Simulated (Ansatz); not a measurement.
`B[S][AlH2]` + `CB[TeH]` → `CB[Te][AlH2]` + `BS` at 400 K and 1 bar (ligand exchange at the Al–S bond).

Calculated with Ansatz (gas phase, PBE0-D4/def2-TZVP geometries, no zero-point term in ΔE). CCSD(T)/CBS adds triple-zeta CCSD(T) − MP2 to the extrapolated MP2 energy (def2 sets, frozen cores). This one scheme is used for every species. Elements past krypton have def2 core potentials. For Te outer-core shells are correlated without core-valence functions, which leaves a few kJ/mol of doubt a bond. One conformer a species, not always the lowest.

```
       species  CCSD(T)/CBS energy (Eh)  H − E (kJ/mol)  S (J/(mol·K))
  `B[S][AlH2]`               -667.02114           121.1          331.1
     `CB[TeH]`               -333.59211           171.5          335.1
`CB[Te][AlH2]`               -576.23333           200.7          404.9
          `BS`               -424.38198            95.9          260.4
```

H − E and S are ideal-gas, rigid-rotor, harmonic terms from PBE0-D4/def2-TZVP, for one conformer and one mirror image of each species. 1 Eh = 2625.50 kJ/mol, R = 8.31446 J/(mol·K).

Task: By hand: ΔE, ΔH, ΔS and ΔG.

Result: ΔE = (-576.23333) + (-424.38198) − (-667.02114) − (-333.59211) = -0.00206 Eh = -5.4 kJ/mol. Δ(H − E) = 200.7 + 95.9 − 121.1 − 171.5 = 4.0, so ΔH = -1.4 kJ/mol. ΔS = 404.9 + 260.4 − 331.1 − 335.1 = -0.9 J/(mol·K). ΔG = -1.4 − 400 × (-0.9)/1000 = -1.0 kJ/mol.

Task: By hand: the equilibrium constant, and the temperature at which ΔG would vanish if ΔH and ΔS stayed fixed.

Result: log₁₀ K = −ΔG/(RT ln 10) = 0.1. ΔG = 0 at ΔH/ΔS = 1556 K, though so small a ΔH makes that figure unsure.

The number of gas molecules stays the same, so ΔS is small and ΔH decides. The sign of ΔG lies within the doubt. A doubt of 5 kJ/mol in ΔE shifts log₁₀ K by 0.7 here. Other conformers and mirror images would add mixing entropy, several J/(mol·K) or more a flexible species. These are equilibria of isolated gas molecules and say nothing of rates. Largest T1 diagnostic: 0.015 (customary marks: 0.02 for closed shells, 0.045 for open ones).
